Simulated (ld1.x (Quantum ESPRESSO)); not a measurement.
## Transferability test, TM potential for Hf

```
Element                 : hafnium (Hf)
Generator               : ld1.x (Quantum ESPRESSO) 7.5
Type                    : norm-conserving Troullier–Martins (Kleinman–Bylander form)
Functional              : PBE
Relativity              : scalar-relativistic
Frozen core             : [Xe] 4f14
Valence charge          : 4
Reference configuration : 5d2 6s1 6p1
Partial waves           : 6p (bound): rc 3.75 bohr; 5d (bound): rc 2.75 bohr; 6s (bound): rc 3.00 bohr
Local potential         : the s channel
Core correction         : a·sin(br)/r model core, default radius (core density twice the valence density)
```

Energies are relative to the spin-unpolarised reference configuration 5d2 6s1 6p1; without spin polarisation the order of configurations can differ from experiment. The frozen-core shift is the all-electron ΔE with the core orbitals held at their reference shape minus the fully relaxed ΔE.

```json
{"valence configuration": "5d2 6s2 6p0", "charge": "0", "ΔE all-electron (eV)": "-3.826", "error AE − PS (meV)": "-3.4", "frozen-core shift (meV)": "+0.7"}
{"valence configuration": "5d2 6s1 6p0", "charge": "+1", "ΔE all-electron (eV)": "4.150", "error AE − PS (meV)": "-6.6", "frozen-core shift (meV)": "+2.7"}
{"valence configuration": "5d2.5 6s1.5 6p0", "charge": "0", "ΔE all-electron (eV)": "-2.571", "error AE − PS (meV)": "-23", "frozen-core shift (meV)": "+13"}
{"valence configuration": "5d3 6s0 6p0", "charge": "+1", "ΔE all-electron (eV)": "6.164", "error AE − PS (meV)": "-93", "frozen-core shift (meV)": "+46"}
{"valence configuration": "5d2 6s0 6p1", "charge": "+1", "ΔE all-electron (eV)": "8.829", "error AE − PS (meV)": "-6.6", "frozen-core shift (meV)": "+6.1"}
```

Q: What are ΔE and the potential's error for 5d1 6s2 6p1?

A: ΔE = -1.864 eV all-electron; the error (AE − PS) is -56 meV.

Q: What are ΔE and the potential's error for 5d2 6s0 6p0?

A: ΔE = 18.330 eV all-electron; the error (AE − PS) is -27 meV.

Levels in the configuration 5d2 6s2 6p0:

| level | all-electron (eV) | pseudo (eV) |
| --- | --- | --- |
| 5d | -2.689 | -2.672 |
| 6s | -5.108 | -5.108 |
